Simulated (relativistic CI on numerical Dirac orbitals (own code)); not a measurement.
Hyperfine structure of Hf3+, mass number 179

Method of calculation: Dirac-Coulomb-Breit CI, separate exchange-only KLI orbitals for each configuration, model QED, valence Slater integrals scaled by 0.85, P86 correlation energy added to each configuration (own radial code, finite nucleus).

Configuration list (outside the closed core [Kr] 4d10 5s2): 4f¹⁴5p⁶5d, 4f¹⁴5p⁶6s, 4f¹⁴5p⁶6p, 4f¹⁴5p⁶5f, 4f¹⁴5p⁶5g, 4f¹⁴5p⁶6d, 4f¹³5p⁶5d², 4f¹⁴5p⁶7s, 4f¹⁴5p⁶7p, 4f¹³5p⁶5d6s, 4f¹⁴5p⁵5d², 4f¹⁴5p⁶7d, 4f¹⁴5p⁶6f, 4f¹⁴5p⁶7f. Double excitations out of closed p, d and f shells are left out; levels of such configurations are missing from the list, as are those of other unlisted configurations, and high levels can miss mixing partners.

Nuclear spin I = 9/2, μ = -0.6389 μN, Q = 3.79 b (tables of Stone and Pyykkö). The electronic factors are computed for point nuclear moments, without core polarisation; leaving it out makes A of s and p electrons in near-neutral atoms 20 to 40 % too small, and it can dominate for d and f shells.

| Level | E (eV) | A (MHz) | B (MHz) |
| --- | --- | --- | --- |
| 4f¹⁴5p⁶5d ²D3/2 | 0.0000 | -145.6 | 2650 |
| 4f¹⁴5p⁶5d ²D5/2 | 0.4877 | -56.29 | 3150 |
| 4f¹⁴5p⁶6s ²S1/2 | 2.7456 | -3806 |  |
| 4f¹⁴5p⁶6p ²P°1/2 | 8.4190 | -882 |  |
| 4f¹⁴5p⁶6p ²P°3/2 | 9.5313 | -109.2 | 5440 |
| 4f¹³5p⁶5d² ⁴I°13/2 | 15.9085 | -131.2 | -8220 |

Levels with J = 0, under 50 % of one LS term, or S terms without an open s electron are left out. Small factors come from cancelling terms and can be off by tens of per cent or more.

Correlation outside the listed configurations is missing or only estimated: errors of thousands of cm⁻¹ between configurations and terms are usual at this charge. Rates and lifetimes follow the computed energies and can be off by large factors. The fine structure of a lone outer electron comes out too small, for d and f at times inverted, and misplaced configurations move strength between like terms.

(1) Give the hyperfine levels of 4f¹⁴5p⁶5d ²D3/2 relative to its centre of gravity.

Answers

(1) With K = F(F + 1) − I(I + 1) − J(J + 1), E = AK/2 + B[¾K(K + 1) − I(I + 1)J(J + 1)]/[2I(2I − 1)J(2J − 1)]: F = 3: 2416, F = 4: 66.58, F = 5: -1213, F = 6: -320.1 MHz.

LS names give the leading component of a level, which can be under half, so a name can repeat, a term be missing and a line seem to break the LS rules.
